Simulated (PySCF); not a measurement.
C3H3N2, multiplicity 2. Atoms are numbered in the order given.

```xyz
8

C     -1.1716    -0.1186     0.0000
N     -0.6622     1.0584     0.0000
C      0.7178     0.8833     0.0000
C      1.0070    -0.4715     0.0000
N     -0.2350    -1.1081     0.0000
H      1.4138     1.7308     0.0000
H      1.9507    -1.0279     0.0000
H     -0.4029    -2.1140     0.0000
```
Charge 0, spin multiplicity 2.

The structure is a stationary point at PBE-D3(BJ)/def2-SVP. The isomer is the one that the SMILES or the coordinates give; other isomers of the formula were not compared.

Computed with PBE/def2-TZVP run with PySCF.

Computed frontier levels, dipole moment and polarisability:
| Quantity | Value |
|---|---|
| α spin, highest occupied and lowest empty level | -5.94 and -0.57 eV |
| β spin, highest occupied and lowest empty level | -5.74 and -4.19 eV |
| dipole moment | 0.734 e·Å |
| quadrupole, principal values (traceless, Buckingham form, about the centre of nuclear charge) | -4.64, -2.53, 7.17 D·Å |
| mean static polarisability | 45.6 bohr³ (6.76 Å³) |
| polarisability, principal values | 29.9, 52.1, 55.0 bohr³ |
| ⟨S²⟩ | 0.756 (pure state 0.75) |
